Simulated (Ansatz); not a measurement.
## Nudged elastic band run: FH$_{6}$OW

Input file:

```yaml
crystal:
  periodic: [false, false, false]
  atoms:
    - { symbol: W, position_ang: [0.534719, -0.086684, 0.617271] }
    - { symbol: H, position_ang: [-1.184678, -0.989628, 0.696891] }
    - { symbol: F, position_ang: [2.37321, 0.202994, 0.368584] }
    - { symbol: H, position_ang: [-0.452853, 1.28773, 0.503318] }
    - { symbol: H, position_ang: [-1.404028, -0.18294, 0.59688] }
    - { symbol: H, position_ang: [0.277845, -1.530054, -0.272943] }
    - { symbol: H, position_ang: [-0.260295, 0.11029, -0.886474] }
    - { symbol: O, position_ang: [0.228687, -0.010428, 2.509154] }
    - { symbol: H, position_ang: [-0.497006, 0.397619, 3.01442] }
magnetization:
  spin_polarized: true
  initial_magnetization: 1
basis:
  gaussian: { orbitals: def2-SVP }
hamiltonian:
  xc: pbe
  dispersion: d4
neb:
  order_check: false
  images: 1
  f_tol: 0.05
  max_iterations: 60
  climbing: true
  final_atoms:
    - { symbol: W, position_ang: [0.03250864, 0.25252763, 0.21483991] }
    - { symbol: H, position_ang: [-0.63339013, -1.55114496, 2.38712031] }
    - { symbol: F, position_ang: [1.51683777, 0.71108557, 1.2780643] }
    - { symbol: H, position_ang: [-0.28363875, 1.42049182, -0.98037757] }
    - { symbol: H, position_ang: [-1.45714568, 1.01507312, 0.55438291] }
    - { symbol: H, position_ang: [-0.17799503, -1.40903792, -0.15363336] }
    - { symbol: H, position_ang: [0.45609179, -0.0231949, -1.40799491] }
    - { symbol: O, position_ang: [-0.35048098, -0.6168509, 2.39512153] }
    - { symbol: H, position_ang: [0.51281336, -0.60005045, 2.85957789] }
  initial_path:
    images:
      - { positions_ang: [[0.534719, -0.086684, 0.617271], [-1.184678, -0.989628, 0.696891], [2.37321, 0.202994, 0.368584], [-0.452853, 1.28773, 0.503318], [-1.404028, -0.18294, 0.59688], [0.277845, -1.530054, -0.272943], [-0.260295, 0.11029, -0.886474], [0.228687, -0.010428, 2.509154], [-0.497006, 0.397619, 3.01442]] }
      - { positions_ang: [[0.0261173, -0.01572628, 0.00022731], [-0.06637706, 0.03454345, 1.96741255], [1.86038177, 0.21121514, 0.08067263], [-0.18266689, 1.69071888, -0.05319617], [-1.67925291, -0.22672047, -0.07456509], [0.23490149, -1.72217144, 0.0536508], [0.1068738, -0.0596166, -1.71731513], [-0.12788347, 0.06797154, 3.2755408], [-0.55649302, -0.78131521, 3.6146733]] }
      - { positions_ang: [[0.03250864, 0.25252763, 0.21483991], [-0.63339013, -1.55114496, 2.38712031], [1.51683777, 0.71108557, 1.2780643], [-0.28363875, 1.42049182, -0.98037757], [-1.45714568, 1.01507312, 0.55438291], [-0.17799503, -1.40903792, -0.15363336], [0.45609179, -0.0231949, -1.40799491], [-0.35048098, -0.6168509, 2.39512153], [0.51281336, -0.60005045, 2.85957789]] }
```

Command:

```bash
$ ansatz run input.yaml --threads 2 --pin off --max-ram 3072MiB --backend cpu --events-out ev --progress --plain --runs-dir out
```

Output, in part (warnings, iteration lines, the closing report on the highest movable image, with atoms numbered from 0):

```
NEB end point (image 0): max|allowed force component| = 2.226e-2 eV/Å (the criterion of neb.relax_end_points is 1.000e-2)
NEB end point (image 2): max|allowed force component| = 2.041e-2 eV/Å (the criterion of neb.relax_end_points is 1.000e-2)
NEB iter   1: max|band force component| = 4.982e0 eV/Å  barrier→ = 6.4575 eV  barrier← = 5.8836 eV  Δτ_max = 0.2000 Å  (418 SCF iters)
NEB iter   2: max|band force component| = 3.318e0 eV/Å  barrier→ = 4.2349 eV  barrier← = 3.6610 eV  Δτ_max = 0.2000 Å  (51 SCF iters)
NEB iter   3: max|band force component| = 9.349e0 eV/Å  barrier→ = 3.5484 eV  barrier← = 2.9745 eV  Δτ_max = 0.0833 Å  (48 SCF iters)
NEB iter   4: max|band force component| = 1.522e0 eV/Å  barrier→ = 2.5365 eV  barrier← = 1.9626 eV  Δτ_max = 0.1954 Å  (43 SCF iters)
NEB iter   5: max|band force component| = 1.467e0 eV/Å  barrier→ = 1.8325 eV  barrier← = 1.2585 eV  Δτ_max = 0.1865 Å  (42 SCF iters)
NEB iter   6: max|band force component| = 1.266e0 eV/Å  barrier→ = 1.5058 eV  barrier← = 0.9319 eV  Δτ_max = 0.1802 Å  (39 SCF iters)
NEB iter   7: max|band force component| = 4.247e0 eV/Å  barrier→ = 1.8285 eV  barrier← = 1.2546 eV  Δτ_max = 0.0888 Å  (37 SCF iters)
NEB iter   8: max|band force component| = 8.407e-1 eV/Å  barrier→ = 1.3963 eV  barrier← = 0.8224 eV  Δτ_max = 0.1701 Å  (39 SCF iters)
NEB iter   9: max|band force component| = 1.090e0 eV/Å  barrier→ = 1.2465 eV  barrier← = 0.6726 eV  Δτ_max = 0.0890 Å  (39 SCF iters)
NEB iter  10: max|band force component| = 8.613e-1 eV/Å  barrier→ = 1.1131 eV  barrier← = 0.5391 eV  Δτ_max = 0.0923 Å  (38 SCF iters)
NEB iter  11: max|band force component| = 5.263e-1 eV/Å  barrier→ = 1.0546 eV  barrier← = 0.4807 eV  Δτ_max = 0.0908 Å  (34 SCF iters)
NEB iter  12: max|band force component| = 4.603e-1 eV/Å  barrier→ = 0.9952 eV  barrier← = 0.4213 eV  CI = image 1  Δτ_max = 0.0918 Å  (40 SCF iters)
NEB iter  13: max|band force component| = 2.848e-1 eV/Å  barrier→ = 0.9803 eV  barrier← = 0.4064 eV  CI = image 1  Δτ_max = 0.0915 Å  (34 SCF iters)
NEB iter  14: max|band force component| = 3.398e-1 eV/Å  barrier→ = 0.9760 eV  barrier← = 0.4021 eV  CI = image 1  Δτ_max = 0.1319 Å  (33 SCF iters)
NEB iter  15: max|band force component| = 7.204e-1 eV/Å  barrier→ = 1.0528 eV  barrier← = 0.4789 eV  CI = image 1  Δτ_max = 0.1466 Å  (40 SCF iters)
NEB iter  16: max|band force component| = 8.086e-1 eV/Å  barrier→ = 1.1200 eV  barrier← = 0.5461 eV  CI = image 1  Δτ_max = 0.1791 Å  (40 SCF iters)
NEB iter  17: max|band force component| = 1.060e0 eV/Å  barrier→ = 1.3033 eV  barrier← = 0.7294 eV  CI = image 1  Δτ_max = 0.2000 Å  (39 SCF iters)
NEB iter  18: max|band force component| = 1.096e0 eV/Å  barrier→ = 1.4048 eV  barrier← = 0.8308 eV  CI = image 1  Δτ_max = 0.2000 Å  (38 SCF iters)
NEB iter  19: max|band force component| = 1.462e0 eV/Å  barrier→ = 1.6510 eV  barrier← = 1.0771 eV  CI = image 1  Δτ_max = 0.1801 Å  (37 SCF iters)
NEB iter  20: max|band force component| = 1.665e0 eV/Å  barrier→ = 1.7885 eV  barrier← = 1.2146 eV  CI = image 1  Δτ_max = 0.1941 Å  (40 SCF iters)
NEB iter  21: max|band force component| = 1.560e0 eV/Å  barrier→ = 1.8281 eV  barrier← = 1.2542 eV  CI = image 1  Δτ_max = 0.1954 Å  (40 SCF iters)
NEB iter  22: max|band force component| = 8.311e-1 eV/Å  barrier→ = 1.9438 eV  barrier← = 1.3699 eV  CI = image 1  Δτ_max = 0.1981 Å  (44 SCF iters)
NEB iter  23: max|band force component| = 1.439e0 eV/Å  barrier→ = 1.9124 eV  barrier← = 1.3385 eV  CI = image 1  Δτ_max = 0.0981 Å  (46 SCF iters)
NEB iter  24: max|band force component| = 1.071e0 eV/Å  barrier→ = 1.8574 eV  barrier← = 1.2834 eV  CI = image 1  Δτ_max = 0.0967 Å  (43 SCF iters)
NEB iter  25: max|band force component| = 8.037e-1 eV/Å  barrier→ = 1.7429 eV  barrier← = 1.1690 eV  CI = image 1  Δτ_max = 0.1944 Å  (42 SCF iters)
NEB iter  26: max|band force component| = 1.250e0 eV/Å  barrier→ = 1.4520 eV  barrier← = 0.8780 eV  CI = image 1  Δτ_max = 0.0989 Å  (44 SCF iters)
NEB iter  27: max|band force component| = 1.371e0 eV/Å  barrier→ = 1.5406 eV  barrier← = 0.9667 eV  CI = image 1  Δτ_max = 0.1971 Å  (36 SCF iters)
NEB iter  28: max|band force component| = 7.521e-1 eV/Å  barrier→ = 1.6753 eV  barrier← = 1.1014 eV  CI = image 1  Δτ_max = 0.0934 Å  (44 SCF iters)
NEB iter  29: max|band force component| = 5.930e-1 eV/Å  barrier→ = 1.5523 eV  barrier← = 0.9784 eV  CI = image 1  Δτ_max = 0.1602 Å  (39 SCF iters)
NEB iter  30: max|band force component| = 5.398e-1 eV/Å  barrier→ = 1.4268 eV  barrier← = 0.8529 eV  CI = image 1  Δτ_max = 0.0827 Å  (38 SCF iters)
NEB iter  31: max|band force component| = 5.689e-1 eV/Å  barrier→ = 1.4224 eV  barrier← = 0.8485 eV  CI = image 1  Δτ_max = 0.0648 Å  (42 SCF iters)
NEB iter  32: max|band force component| = 5.706e-1 eV/Å  barrier→ = 1.3889 eV  barrier← = 0.8150 eV  CI = image 1  Δτ_max = 0.0329 Å  (36 SCF iters)
NEB iter  33: max|band force component| = 5.848e-1 eV/Å  barrier→ = 1.3918 eV  barrier← = 0.8179 eV  CI = image 1  Δτ_max = 0.0663 Å  (35 SCF iters)
NEB iter  34: max|band force component| = 5.646e-1 eV/Å  barrier→ = 1.3588 eV  barrier← = 0.7849 eV  CI = image 1  Δτ_max = 0.0655 Å  (34 SCF iters)
NEB iter  35: max|band force component| = 4.549e-1 eV/Å  barrier→ = 1.3228 eV  barrier← = 0.7489 eV  CI = image 1  Δτ_max = 0.1323 Å  (35 SCF iters)
NEB iter  36: max|band force component| = 3.178e-1 eV/Å  barrier→ = 1.2772 eV  barrier← = 0.7033 eV  CI = image 1  Δτ_max = 0.1279 Å  (39 SCF iters)
NEB iter  37: max|band force component| = 1.308e-1 eV/Å  barrier→ = 1.2473 eV  barrier← = 0.6734 eV  CI = image 1  Δτ_max = 0.0473 Å  (39 SCF iters)
NEB iter  38: max|band force component| = 1.192e-1 eV/Å  barrier→ = 1.2404 eV  barrier← = 0.6665 eV  CI = image 1  Δτ_max = 0.0965 Å  (34 SCF iters)
NEB iter  39: max|band force component| = 3.718e-1 eV/Å  barrier→ = 1.2364 eV  barrier← = 0.6625 eV  CI = image 1  Δτ_max = 0.0484 Å  (35 SCF iters)
NEB iter  40: max|band force component| = 2.602e-1 eV/Å  barrier→ = 1.2312 eV  barrier← = 0.6573 eV  CI = image 1  Δτ_max = 0.0242 Å  (34 SCF iters)
NEB iter  41: max|band force component| = 1.513e-1 eV/Å  barrier→ = 1.2288 eV  barrier← = 0.6549 eV  CI = image 1  Δτ_max = 0.0483 Å  (34 SCF iters)
NEB iter  42: max|band force component| = 8.358e-2 eV/Å  barrier→ = 1.2260 eV  barrier← = 0.6521 eV  CI = image 1  Δτ_max = 0.0396 Å  (35 SCF iters)
NEB iter  43: max|band force component| = 5.051e-2 eV/Å  barrier→ = 1.2253 eV  barrier← = 0.6514 eV  CI = image 1  Δτ_max = 0.0517 Å  (35 SCF iters)
NEB iter  44: max|band force component| = 6.494e-2 eV/Å  barrier→ = 1.2257 eV  barrier← = 0.6518 eV  CI = image 1  Δτ_max = 0.0259 Å  (35 SCF iters)
NEB iter  45: max|band force component| = 3.643e-2 eV/Å  barrier→ = 1.2240 eV  barrier← = 0.6501 eV  CI = image 1  Δτ_max = 0.0000 Å  (71 SCF iters)
Total energy: -6678.67081619 eV, -245.4366255293 hartree
Atom 0 at     0.513157    -0.061711     0.425925 Å, force    -0.016780    -0.005562     0.008511 eV/Å
Atom 1 at    -1.091788     0.045830     1.787670 Å, force     0.032921    -0.006874     0.025107 eV/Å
Atom 2 at     2.394768    -0.148901     0.124426 Å, force     0.022689    -0.009174    -0.010642 eV/Å
Atom 3 at    -0.448422     1.310401     0.171713 Å, force    -0.011789     0.006256     0.010547 eV/Å
Atom 4 at    -1.236263    -0.501474     0.568186 Å, force     0.007298    -0.007355    -0.007874 eV/Å
Atom 5 at     0.158074    -1.534119    -0.313582 Å, force     0.004486     0.001973    -0.002477 eV/Å
Atom 6 at    -0.259796     0.069739    -1.055095 Å, force    -0.006111     0.005877     0.000477 eV/Å
Atom 7 at    -0.286370     0.384452     2.412750 Å, force     0.000838     0.003334    -0.020364 eV/Å
Atom 8 at    -0.127758    -0.365318     3.025110 Å, force    -0.033553     0.011524    -0.003287 eV/Å
Dipole moment:    -0.043648    -0.128585     0.780338 e Å
```

It converged. Neighbouring images differ by up to 1.2 eV, so the band resolves the path poorly. The order of the stationary point at the top wasn't checked. So few images can step over the top or miss a turn of the path.

Final band (atoms are numbered from 1 in the order of the input):

| image | path coordinate (Å) | energy (kcal/mol) | W1–H2 (Å) | H2–O8 (Å) |
| --- | --- | --- | --- | --- |
| 0 | 0.00 | 0.0 | 1.94 | 2.50 |
| 1 | 1.91 | 28.2 | 2.11 | 1.07 |
| 2 | 5.31 | 13.2 | 2.90 | 0.98 |

Run time: 2.4 min on 2 threads of Arm Neoverse V1, on a shared host, peak memory 0.2 GiB.
